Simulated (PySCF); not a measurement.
## Worked example: refractive index and permittivity of the vapour

2-methylbut-1-ene (C₅H₁₀), SMILES C=C(C)CC.

The structure is a stationary point at PBE0-D3(BJ)/def2-SVP. One conformer was computed; it need not be the lowest.

PBE/def2-TZVP (PySCF) gives a mean static polarisability of 64.4 bohr³ and a dipole moment of 0.58 D. Take an ideal gas at 298.15 K and 0.01 bar, whether or not the substance is that volatile.

**Question.** Work out n − 1 in the optical limit and the static ε − 1.

**Answer.** 
Polarisability volume α' = 64.4 × 0.148185 = 9.54 Å³. Number density N = p/kT = 2.43e-7 Å⁻³.
Dilute limit of Lorentz–Lorenz: n − 1 = 2π N α' = 1.5e-5.
Orientation term of Debye: μ²/(3kT) = 8.098 Å³ × μ²(D²) = 2.72 Å³.
ε − 1 = 4π N (α' + μ²/3kT) = 3.7e-5. Orientation of the dipole supplies 22 % of the static response; it can't follow optical fields. Vibrational polarisation and dispersion are left out.
